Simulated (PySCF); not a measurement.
**Exercise with solution: oscillator strength and radiative lifetime**

CH6ClFSi2, SMILES [SiH3][Si@@](F)(Cl)C.

Geometry: B3LYP-D3(BJ)/def2-SVP. The structure was generated by enumeration; whether it is a known compound was not checked.

TDDFT-B3LYP/def2-SVPD run with PySCF 2.14.0 puts the first singlet state with f over 0.02 at 6.69 eV (vertical), with the transition dipole (0.333, 0.062, 0.216) in atomic units.

Find the oscillator strength, the wavelength and the radiative lifetime that this transition would have in vacuum if emission retraced absorption.


|μ|² = 0.1614 au, so |μ| = 1.02 D. ΔE = 6.69/27.211 = 0.2459 hartree. f = (2/3) ΔE |μ|² = 0.026 (the program prints 0.026).
λ = 1239.84/6.69 = 185 nm; ν = 53958 cm⁻¹.
Einstein's coefficient A = 0.6670 ν² f s⁻¹ (ν in cm⁻¹) = 5.1e7 s⁻¹, so τ = 1/A = 19 ns. This state is S1. The figure is the radiative limit of this one transition; relaxation, internal conversion, crossing to triplets and a medium change what is measured.
